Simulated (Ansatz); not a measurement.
Clusters of 4 atoms, II-VI: PBE0-D4/def2-SVP single points in Ansatz on relaxed structures, gas phase. Each cluster is the lowest isomer that a short search found in that spin, judged at the geometry's level, and lower ones may exist. Core potentials for Cd, Hg, Sr, Te, no spin–orbit coupling. HOMO and LUMO are taken over both spins. Binding counts from free atoms in the multiplicity of their measured ground term, without zero-point energy. Singlets are spin-restricted. A dash marks a value that wasn't run or was left out as unsound. The structures are stationary points that may keep the symmetry of their start. Remarks come from the PBE and PBE0 runs and from stability tests at other levels; not every state was tested.

```
species  atoms    state             geometry  HOMO (eV)  LUMO (eV)  gap (eV)  binding per atom (eV)  point group (within 0.1 Å)                                                                              remarks
 Mg2Te2      4  singlet   r2SCAN-D4/def2-SVP      -5.69      -2.74      2.94                   1.86                         D2h                                                                                    –
 Be2Se2      4  singlet  r2SCAN-D4/def2-TZVP      -6.55      -2.93      3.62                   2.92                         D2h                                                                                    –
  Cd2S2      4  singlet   r2SCAN-D4/def2-SVP      -5.67      -3.70      1.97                      –                         D2h  triplet 0.07 eV lower at PBE0-D4/def2-TZVP (not tabulated), restricted SCF unstable
  Mg2S2      4  singlet  r2SCAN-D4/def2-TZVP      -6.06      -2.69      3.37                   2.34                         D2h                                                                                    –
 Sr2O2⁺      4  doublet  r2SCAN-D4/def2-TZVP      -9.95      -6.05      3.91                      –                         D2h                                                                                    –
```

Question: Estimate the rows for Be2O2 (singlet, B3LYP-D4/def2-TZVP geometry); Hg2S2 (singlet, r2SCAN-D4/def2-SVP geometry).

Answer: 
```csv
species,atoms,state,geometry,HOMO (eV),LUMO (eV),gap (eV),binding per atom (eV),point group (within 0.1 Å)
Be2O2,4,singlet,B3LYP-D4/def2-TZVP,-7.51,-2.52,4.99,3.85,D2h
Hg2S2,4,singlet,r2SCAN-D4/def2-SVP,-6.61,-3.96,2.64,0.73,D2h
```

The gap (eV) runs from 1.97 (Cd2S2) to 4.99 (Be2O2).
